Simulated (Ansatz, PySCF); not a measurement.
C$_{2}$H$_{9}$AlBNO$_{2}$ (SMILES CB(C)[NH][Al]([OH])[OH]), singlet, geometry from GFN2-xTB (such geometries of metal compounds can be far from the true shape), with bond 14-4 at 1.8 times its length. Base run: PySCF with CASSCF(2,2)/STO-3G.

PySCF was given this input:
```python
from pyscf import gto, scf, mcscf
import numpy

mol = gto.Mole()
mol.atom = '''
    B    -1.65877649   -0.13739922    0.11726599
    C    -2.91166542   -0.91380236    0.71910536
    C    -1.87505516    1.08000871   -0.87864715
    N    -0.35591589   -0.51719335    0.46773466
    Al    1.31250986    0.01838857   -0.00620377
    O     2.46440418   -0.72659408    0.90655327
    O     1.71362080    1.07559760   -1.20971900
    H    -2.64978348   -1.84576163    1.21627064
    H    -3.64592323   -1.14344160   -0.05026561
    H    -3.42210984   -0.29011262    1.45182521
    H    -1.99691940    0.71807021   -1.89873230
    H    -1.01908107    1.75197840   -0.87291762
    H    -2.76384310    1.66239764   -0.64598625
    H    -0.23421854   -1.90445441    1.64710119
    H     3.33857711   -0.93282664    1.20118619
    H     1.46617831    1.64662208   -1.92156572
'''
mol.basis = 'sto-3g'
mol.verbose = 3
mol.build()

mf = scf.RHF(mol)
mf.kernel()
mc = mcscf.CASSCF(mf, 2, 2)
mc.fix_spin_(ss=0.0)
mc.kernel()
occ = numpy.linalg.eigvalsh(mc.fcisolver.make_rdm1(mc.ci, mc.ncas, mc.nelecas))[::-1]
ss = mc.fcisolver.spin_square(mc.ci, mc.ncas, mc.nelecas)[0]
print('natural occupations', occ.round(4), ' <S^2>', round(ss, 4))
```

Programs used: Ansatz (a quantum-chemistry and plane-wave program), PySCF; a row that names a program was run with it.

The base run was repeated with changes; each row names its change, and settings that it needs were set with it.

```json
[
 {"change": "base", "ΔE vs base (mEh)": "0.000", "natural occupations": "1.71 0.29", "<S^2> of the state": "0.00", "outcome": "converged"},
 {"change": "fix_spin_ = off", "ΔE vs base (mEh)": "0.000", "natural occupations": "1.71 0.29", "<S^2> of the state": "0.00", "outcome": "converged"},
 {"change": "conv_tol = 1e-5", "ΔE vs base (mEh)": "0.000", "natural occupations": "1.71 0.29", "<S^2> of the state": "0.00", "outcome": "converged"},
 {"change": "active space = 10 electrons, 8 orbitals", "ΔE vs base (mEh)": "-", "natural occupations": "-", "<S^2> of the state": "-", "outcome": "not converged"},
 {"change": "state_average = 2 states", "ΔE vs base (mEh)": "97.533", "natural occupations": "-", "<S^2> of the state": "-", "outcome": "converged"},
 {"change": "active space = 2 electrons, 3 orbitals", "ΔE vs base (mEh)": "-0.079", "natural occupations": "1.71 0.29 0.00", "<S^2> of the state": "0.00", "outcome": "converged"},
 {"change": "orbitals = fixed (CASCI)", "ΔE vs base (mEh)": "47.942", "natural occupations": "1.84 0.16", "<S^2> of the state": "0.00", "outcome": "converged"},
 {"change": "start = MP2 natural orbitals", "ΔE vs base (mEh)": "0.000", "natural occupations": "1.71 0.29", "<S^2> of the state": "0.00", "outcome": "converged"},
 {"change": "orbitals = fixed (CASCI); correction = SC-NEVPT2", "ΔE vs base (mEh)": "-275.9", "natural occupations": "1.84 0.16", "<S^2> of the state": "0.00", "outcome": "converged"},
 {"change": "code = ansatz", "ΔE vs base (mEh)": "0.032", "natural occupations": "-", "<S^2> of the state": "-", "outcome": "converged"},
 {"change": "code = ansatz; correction = SC-NEVPT2, all electrons", "ΔE vs base (mEh)": "-274.0", "natural occupations": "-", "<S^2> of the state": "-", "outcome": "converged"}
]
```

Active orbitals are taken around the Fermi level unless the row says otherwise; CASSCF can end in different local minima, and two programs can end on different orbitals. State-averaged rows give the lowest state.
